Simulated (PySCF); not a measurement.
## Worked example: chemical shift, span and skew from a shielding tensor

C3H6BN3, SMILES CNB1N=CC=N1. Atoms are numbered in the order given.

```xyz
13

C     -0.3144     2.6010     0.0000
N      0.5949     1.4725     0.0000
B      0.2459     0.1338     0.0000
N     -1.1661    -0.3780     0.0000
C     -0.9925    -1.6444     0.0000
C      0.4909    -2.0193     0.0000
N      1.2450    -0.9871     0.0000
H     -0.1697     3.2350     0.8916
H     -0.1697     3.2350    -0.8916
H     -1.3458     2.2254     0.0000
H      1.5859     1.6993     0.0000
H     -1.8125    -2.3814     0.0000
H      0.8620    -3.0574     0.0000
```

Geometry optimised at B3LYP-D3(BJ)/def2-SVP. This is a generated structure with no PubChem entry under its InChIKey; it may be hypothetical. Other conformers were not sampled.

GIAO shieldings from PBE/pcSseg-1 (PySCF), non-relativistic, no solvent. The symmetric part of the tensor of N4 has the principal values -490.6, -195.5, 288.1 ppm. The same nucleus in NH3 has σ = 267.0 ppm at this level (PySCF, at its B3LYP-D3(BJ)/def2-TZVP geometry).

Work out the isotropic shielding, the ¹⁵N shift against NH3, the span and the skew.


σ(iso) = (σ11 + σ22 + σ33)/3 = -132.7 ppm. δ = σ(ref) − σ(iso) = 267.0 − (-132.7) = 399.7 ppm.
Span Ω = σ33 − σ11 = 778.7 ppm. Skew κ = 3(σ(iso) − σ22)/Ω = 0.24. Tumbling in solution averages the tensor to δ; in a static solid the shielding alone would spread this spin-1/2 line over Ω.
